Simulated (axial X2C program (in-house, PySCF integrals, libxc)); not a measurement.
## TaO⁻: bond constants with and without spin–orbit coupling

All values were computed with an in-house relativistic program for diatomic molecules. Spin-free means the one-electron spin-free X2C Hamiltonian; two-component (2c) means X2C with spin–orbit coupling and atomic mean-field two-electron Coulomb and Gaunt terms, so the difference of the two also holds small scalar two-electron terms. Basis: Ta dyall-acv3z [14s15p10d7f4g], O dyall-av3z [7s6p3d2f] (cores contracted in-house); Gaussian nuclei, density fitting, unrestricted open shells. Masses: Ta 180.948 u, O 15.995 u.

Input:
```json
{
 "zs": [
  73,
  8
 ],
 "q": -1,
 "bas": [
  "dyall-acv3z",
  "dyall-av3z"
 ],
 "levels": [
  "PBE0",
  "HF",
  "B97-3"
 ],
 "cc": true,
 "r0": 1.83,
 "thr": -1.0,
 "nmax": 90,
 "npts": 10,
 "nst": 2,
 "ntry": 6
}
```
```bash
python so2c.py task.json out
```

Keys: zs atomic numbers; q charge; bas basis sets; levels methods; cc coupled cluster on or off; r0 starting distance in Å; thr threshold in hartree for freezing inner shells (an s shell follows its p shell); nmax most natural virtual spinors; npts points on the curve; nst determinants followed; ntry starts of the search. HF also brings MP2.

State, spin-free: M_S = 1, Λ = 0 (beyond evenly filled blocks: δ+α, δ-α); electrons by block: σα: 16, σβ: 16, π+α: 8, π+β: 8, π-α: 8, π-β: 8, δ+α: 4, δ+β: 3, δ-α: 4, δ-β: 3, φ+α: 1, φ+β: 1, φ-α: 1, φ-β: 1. Fragments: Ta + O- for PBE0, CCSD, CCSD(T), B97-3; Ta- + O for HF.

State, 2c: Ω = 1 (⟨Sz⟩ = 1.00, ⟨Lz⟩ = 0.00 at PBE0); electrons by block: 1/2: 24, -1/2: 24, 3/2: 11, -3/2: 12, 5/2: 5, -5/2: 4, 7/2: 1, -7/2: 1. Fragments: Ta + O-.

```
Hamiltonian    level  Re (Å)  ωe (cm⁻¹)  ωexe (cm⁻¹)  Be (cm⁻¹)  αe (cm⁻¹)  De (eV)  k (mdyn/Å)  μ (D)
  spin-free     PBE0   1.718      963.0         3.31     0.3888    0.00182     7.81        8.03  -0.70
  spin-free       HF   1.730      946.1         3.36     0.3834    0.00176      n/a        7.75   0.65
  spin-free     CCSD   1.737      948.3         3.04     0.3803    0.00169     7.33        7.79    n/a
  spin-free  CCSD(T)   1.744      932.4         2.66      0.377     0.0017     7.58        7.53    n/a
  spin-free    B97-3   1.721      955.9         3.31     0.3874    0.00183     7.55        7.91  -0.97
         2c     PBE0   1.717      962.1         3.31     0.3892    0.00183      n/a        8.02  -0.69
         2c    B97-3   1.720      955.1         3.32     0.3877    0.00184      n/a         7.9  -0.95
```

Correlated methods: 12 electrons correlated (number of frozen shells: Ta 5 s, 4 p, 2 d, 1 f; O 1 s), 332 virtual spin orbitals or spinors in MP2, 90 natural virtuals in coupled cluster.

Dipoles are positive if O is the positive end and refer to the centre of mass.

The state is a single determinant with fixed occupations, the lowest that a limited PBE0 search found. De is counted from the lowest determinant-based energies of the atoms at the same level, without counterpoise correction. De is not given where an atomic determinant may have missed its ground term or J level, or where the truncated virtual space spoils (T). Density functionals use the spin component along the axis (collinear). Coupled cluster ran in a truncated set of natural virtual spinors; the MP2 energy of the rest was added. (T) has no such correction and the atoms are truncated less, which lowers De at CCSD(T) by a hundredth of an eV or more. PBE0 can misorder states that lie within some tenths of an eV, so this need not be the ground state of the molecule. The nearest other spin-free determinant of the search, M_S = 0, Λ = 4, lies 0.78 eV up at the distance of the search. Without a current term, density functionals place determinants with orbital angular momentum somewhat too high. With several unpaired electrons one determinant need not be a pure state. The outer-core s and p shells of the metal are frozen in the correlated rows, which leaves out core–valence correlation; for alkali and alkaline-earth bonds that tends to lengthen them. Open-shell Ω = 0 determinants with evenly filled partner blocks cannot be reached by this program, so the Ω shown need not be the lowest component. The highest occupied level of some functionals is positive through self-interaction error; at Hartree–Fock it is bound. The determinant is spin-polarised beyond a pure state at some levels (its spin-free form has ⟨S²⟩ too high), which makes Re and μ there less reliable. The T1 diagnostic is large, a sign of multireference character. With the outer-core shells frozen, correlated bond lengths of heavy atoms tend to come out a few hundredths of an ångström too long.

No reliable constants came from CCSD (2c), CCSD(T) (2c), HF (2c), MP2 (2c), MP2 (spin-free): no minimum in range, unconverged points, a curve that is not smooth, a change of character along it, or the two Hamiltonians disagreeing along it.

Rough cost a point (2c) on 1 thread(s) of a shared host, integrals apart: PBE0 4 s, B97-3 3 s.

The whole task took 10 min on 1 thread of Arm Neoverse N1, on a shared host.
